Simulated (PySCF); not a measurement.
This PySCF input asks for the NMR shieldings of Metal Hydrosulfide ([SH][K], HKS); the geometry comes from PBE0-D3(BJ)/def2-SVP.

```python
import basis_set_exchange as bse
import numpy as np
from pyscf import gto, dft
from pyscf.prop import nmr

atoms = """
S    -0.646535    0.722620   -0.010041
K     1.979529   -0.271627   -0.014617
H    -1.310034   -0.456073   -0.000451
"""
names = dict.fromkeys(["S", "K", "H"], "pcSseg-1")
basis = {el: gto.basis.parse(bse.get_basis(n, elements=[el], fmt="nwchem")) for el, n in names.items()}
mol = gto.M(atom=atoms, basis=basis, charge=0, verbose=0)
mf = dft.RKS(mol, xc="PBE0")
mf.grids.level = 2
mf.grids.alignment = dft.numint.BLKSIZE   # the property module wants whole blocks of grid points
mf.conv_tol = 1e-9
mf.kernel()

calc = nmr.RKS(mf)   # GIAO
C = mf.mo_coeff
Co = C[:, mf.mo_occ > 0]
resp = mf.gen_response(singlet=True, hermi=2)
def vind(x):   # induced exchange potential for any number of trial vectors
    d = np.einsum("pi,xij,qj->xpq", C, 2 * x.reshape(-1, C.shape[1], Co.shape[1]), Co, optimize=True)
    return np.einsum("xpq,pi,qj->xij", resp(d - d.transpose(0, 2, 1)), C, Co, optimize=True).ravel()
mo1, _ = nmr.rhf.solve_mo1(calc, with_cphf=vind)
sigma = calc.kernel(mo1)
for i, s in enumerate(sigma):   # ppm
    w = np.linalg.eigvalsh((s + s.T) / 2)
    print("%2d %-2s iso %8.1f  s11 %8.1f  s22 %8.1f  s33 %8.1f" % (i, mol.atom_pure_symbol(i), w.mean(), *w))
```

**Question.** Give the expected output.

**Answer.** 
```
 0 S  iso    797.8  s11    752.7  s22    777.0  s33    863.8
 1 K  iso   1217.8  s11   1164.6  s22   1168.0  s33   1320.7
 2 H  iso     33.1  s11     27.2  s22     29.1  s33     43.1
```

These numbers come from an equivalent density-fitted implementation of the same equations, which agrees with the script to about 0.01 ppm for H and up to a few tenths of a ppm for heavy atoms, so last digits may differ.

**Question.** Turn these shieldings into chemical shifts. Chemical shifts δ = σref − σ; $^{33}$S (σ = 495.66 ppm) against CS2; $^{1}$H (σ = 31.27 ppm) vs TMS, all at this level.

**Answer.** Averaging equivalent atoms: S 0: -302; H 2: -1.87 ppm. No reference was computed at this level for K. 

Size and cost of the density-fitted run: 67 basis functions, 2.2 s wall time on 1 thread of an Arm Neoverse V1, shared host; peak memory 0.28 GiB.
